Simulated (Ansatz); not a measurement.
Computed with Ansatz on PBE0-D4/def2-TZVP structures; ΔE is electronic, products minus reactants. CBS: MP2 limit from def2 TZ/QZ plus the TZ coupled-cluster correction, frozen cores. This one scheme is used for every species. DFT in def2-TZVPP. B3LYP here is the variant with VWN-RPA as its local correlation; programs differ in this. For As outer-core shells are correlated without core-valence functions, which leaves a few kJ/mol of doubt a bond. Scalar relativity is left out up to krypton. Each species was taken in one conformer, which may not be the lowest.

Reaction (cleavage of the Si–As bond): `C[SiH2][SiH2][AsH2]` + HCl → `C[SiH2][SiH2]Cl` + `[AsH3]`

| level | ΔE (kJ/mol) | difference from CCSD(T)/CBS |
| --- | --- | --- |
| ωB97X-V | -62.0 | -5.3 |
| PBE0 | -55.7 | 1.0 |
| B3LYP | -65.0 | -8.3 |
| HF/def2-TZVPP | -76.9 | -20.2 |
| SCS-MP2/def2-TZVPP | -60.3 | -3.6 |
| CCSD(T)/def2-TZVPP | -54.9 | 1.8 |
| HF/def2-QZVPP | -78.1 | -21.4 |
| MP2/def2-QZVPP | -57.2 | -0.5 |
| HF/CBS(def2) | -78.2 | -21.5 |
| MP2/CBS(def2) | -57.6 | -0.9 |
| CCSD(T)/CBS | -56.7 | 0 |

Largest T1 diagnostic among the species: 0.012.

The D4 term adds +5.7 kJ/mol with B3LYP and +3.3 kJ/mol with PBE0; it sums over pairs of atoms, weighted by their polarisabilities, and B3LYP, whose exchange is more repulsive, gets the larger term. In def2-TZVPP, CCSD(T) changes the Hartree–Fock value by +22.1 kJ/mol (the triples alone add +2.8 kJ/mol) and MP2 by +21.1 kJ/mol.
